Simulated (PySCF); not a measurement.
# Electron correlation in Nd⁴⁹⁺ (neodymium, charge +49)

[Ne] 3s1, 2S determinant. Calculation: PySCF 2.14, in an even-tempered Gaussian basis (17 s from 11 bohr⁻², ratio 2.5; 12 p from 14 bohr⁻², ratio 2.5; 4 d from 52 bohr⁻², ratio 2.7; 4 f from 78 bohr⁻², ratio 2.7); the spin-free X2C one-electron Hamiltonian (Gaussian nucleus). Frozen: 1s2; 9 electrons correlated; the 20 highest virtual orbitals of each spin left out.

| level | correlation energy (mhartree) |
| --- | --- |
| CCSD | -341.70 |
| (T) | -0.08 |
| CCSD(T) | -341.78 |

Diagnostics: T1 = 5.7e-05, D1 = 0.0002, largest double amplitude 0.002.

Cost of the coupled-cluster step: of the order of 24 core-seconds, for 9 correlated electrons.

Iterations:

```
CC2 = 0
CCSD nocc = (np.int64(5), np.int64(4)), nmo = (80, 80)
frozen orbitals [[0, 81, 82, 83, 84, 85, 86, 87, 88, 89, 90, 91, 92, 93, 94, 95, 96, 97, 98, 99, 100], [0, 81, 82, 83, 84, 85, 86, 87, 88, 89, 90, 91, 92, 93, 94, 95, 96, 97, 98, 99, 100]]
max_cycle = 100
direct = 0
conv_tol = 1e-08
conv_tol_normt = 1e-06
diis_space = 8
diis_start_cycle = 0
Init t2, MP2 energy = -0.340514369504599
Init E_corr(UCCSD) = -0.340514369504599
cycle = 1  E_corr(UCCSD) = -0.341658445504025  dE = -0.001144076  norm(t1,t2) = 0.000325167
cycle = 2  E_corr(UCCSD) = -0.341698561671231  dE = -4.01161672e-05  norm(t1,t2) = 1.20193e-05
cycle = 3  E_corr(UCCSD) = -0.341699426950167  dE = -8.65278936e-07  norm(t1,t2) = 5.66701e-07
cycle = 4  E_corr(UCCSD) = -0.341699424249974  dE = 2.70019351e-09  norm(t1,t2) = 3.12652e-09
UCCSD converged
E(UCCSD) = -7145.639530260604  E_corr = -0.3416994242499736
UCCSD(T) correction = -8.01899227415999e-05
```

At this charge the one-electron X2C treatment keeps the bare 1/r₁₂, with no two-electron picture change or Breit term. The effect here is smaller than on the frozen 1s shell; and a scalar Hamiltonian misses the large spin-orbit splitting of the p shells, which matters for ns² → np² pairs.
